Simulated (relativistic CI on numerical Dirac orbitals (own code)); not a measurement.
## Mo3+: M2,3 absorption edge

Computed with this model: Dirac-Coulomb-Breit CI, separate exchange-only KLI orbitals for each configuration, QED by a radiative potential, valence Slater integrals scaled by 0.8, multiplet model of core-to-valence dipole absorption; configurations [Kr] 4d3 → [Ne] 3s2 3p5 3d10 4s2 4p6 4d4; 300 K; Lorentzian 3 eV and Gaussian 0.4 eV FWHM. Energies are those of the free ion, without screening or charge transfer. The branching ratio is the share of the lower-energy edge in the whole absorption, uncertain by about 0.02 where the edges overlap. S is read from ⟨S²⟩ = S(S + 1).

Field parameters in Wybourne normalisation: Td as Oh with Dq negative (B⁴₀ = 21Dq, B⁴₄ = √(5/14) B⁴₀). The field is a parameter set, without covalency.

Case Td, 10Dq = -19400 cm⁻¹, the dichroism is that of the ground state at zero temperature, magnetised by exchange field 10 meV on Sz. The dichroism I(Δm = −1) − I(Δm = +1), over the sum of the three polarisations, integrates to -0.0435 on the lower edge and 0.0466 on the upper edge. The branching ratio is 0.738.

(1) Use the orbital sum rule with 7 holes to get ⟨Lz⟩.

Answers

(1) For a p → d edge ⟨Lz⟩ = 2 × n_h × (sum of both integrals) in this sign convention = 0.04; the ground state itself has ⟨Lz⟩ = 0.17 and ⟨Sz⟩ = -0.51. The rule assumes one radial integral for both edges, which relativistic orbitals only approach.
